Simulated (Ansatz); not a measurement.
C2H6In, doublet, geometry from GFN2-xTB (such geometries of metal compounds can be far from the true shape) (the spin is typed, not shown lowest) (core potentials on In); PBE/def2-SVP in Ansatz (a first-principles code).

Here is a job for Ansatz.
Ansatz 0.2 input:
```yaml
crystal:
  periodic: [false, false, false]
  atoms:
    - {symbol: In, position_ang: [0.22209102, 0.00252529, 0.26012453]}
    - {symbol: C, position_ang: [0.99515327, 0.27581596, -1.99153319]}
    - {symbol: H, position_ang: [1.69127446, -0.51623116, -2.25950421]}
    - {symbol: H, position_ang: [1.47249947, 1.24515471, -2.11914099]}
    - {symbol: H, position_ang: [0.10558994, 0.21511946, -2.61559874]}
    - {symbol: C, position_ang: [-2.11912037, -0.28868504, 0.67609886]}
    - {symbol: H, position_ang: [-2.43430131, -1.17463738, 0.12790984]}
    - {symbol: H, position_ang: [-2.62698284, 0.58874743, 0.27981532]}
    - {symbol: H, position_ang: [-2.34673709, -0.40467801, 1.73302269]}
basis:
  gaussian:
    orbitals: def2-SVP
    point_charges:
      - {charge: -1.0, position_ang: [-0.0328, 4.3594, 3.4403]}
hamiltonian:
  xc: pbe
magnetization: {spin_polarized: true, initial_magnetization: 1}
```

Problem. Predict the main parts of the log of this Ansatz run.

Solution. 
```
Functional definition: PBE
980 factors; their error is unknown
mean field evaluation 1: about -7320.9274 eV, gradient 5.8e1 eV
mean field evaluation 2: about -7261.9728 eV, gradient 9.2e1 eV
mean field evaluation 4: about -7339.4005 eV, gradient 5.1e0 eV
mean field evaluation 8: about -7339.6400 eV, gradient 2.3e-1 eV
mean field evaluation 16: about -7339.6179 eV, gradient 1.5e-4 eV
mean field -7339.61790041 eV, -269.7259828685 hartree, gradient 1.4e-5 eV, S^2 0.752530; 0 other end points of the search recorded, 0 dependent functions left out
reference -7339.61794351 eV, -269.7259844521 hartree; 20, 19 occupied and 64, 65 virtual orbitals, 980 factors
Total energy: -7339.61794351 eV, -269.7259844521 hartree
```
